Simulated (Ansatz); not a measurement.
Basis-set series for C2H5AlFN, SMILES `N/C=[CH]/[AlH][F]`. Total charge 0; spin multiplicity 1. All single points use the PBE0-D4/def2-TZVP geometry. It is one conformer, not always the lowest.

```tsv
functional	basis	functions	energy (Eh)	HOMO (eV)	LUMO (eV)
PBE0-D4	def2-SVP	99	-475.68640	-6.25	-0.47
PBE0-D4	def2-QZVPP	448	-476.07106	-6.41	-0.76
ωB97M-V	def2-SVP	99	-475.94430	-8.35	1.30
ωB97M-V	def2-QZVPP	448	-476.33675	-8.54	0.73
```

Q: Give the rows for def2-TZVPP. (An estimate is asked.)

A: The calculation gave: 
```
functional       basis  functions  energy (Eh)  HOMO (eV)  LUMO (eV)
   PBE0-D4  def2-TZVPP        236   -476.04971      -6.38      -0.67
   ωB97M-V  def2-TZVPP        236   -476.31653      -8.51       1.01
```

Positive LUMOs are unbound and depend on the basis.

Program: Ansatz 0.2.0.
